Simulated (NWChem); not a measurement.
Isomers of C$_{4}$H$_{8}$O, each optimised at B3LYP/6-31G* with NWChem, gas phase unless a solvent is named. Flexible species stand in one conformer each, which need not be the lowest. Pople sets run with spherical d functions. Relative energies count from the lowest isomer at each level and are electronic, without zero-point energy, on those geometries.

A: O1[C@@H](C)CC1
B: C=CCOC
C: CC1(O)CC1

```json
[
 {"quantity": "relative energy, LDA (Slater exchange, VWN5)/def2-TZVP (kcal/mol)", "A": "(withheld)", "B": "14.8", "C": "0.0"},
 {"quantity": "dipole (D), B3LYP/6-31G*", "A": "(withheld)", "B": "1.20", "C": "1.50"},
 {"quantity": "highest harmonic frequency (cm⁻¹), B3LYP/6-31G*", "A": "(withheld)", "B": "3240", "C": "3707"},
 {"quantity": "SMD solvation free energy in water, B3LYP/6-31G* (kcal/mol)", "A": "(withheld)", "B": "-1.0", "C": "-4.4"}
]
```

### Question
Complete the blanks.

### Answer

- relative energy, LDA (Slater exchange, VWN5)/def2-TZVP (kcal/mol), A: 4.3
- dipole (D), B3LYP/6-31G*, A: 1.83
- highest harmonic frequency (cm⁻¹), B3LYP/6-31G*, A: 3139
- SMD solvation free energy in water, B3LYP/6-31G* (kcal/mol), A: -2.6
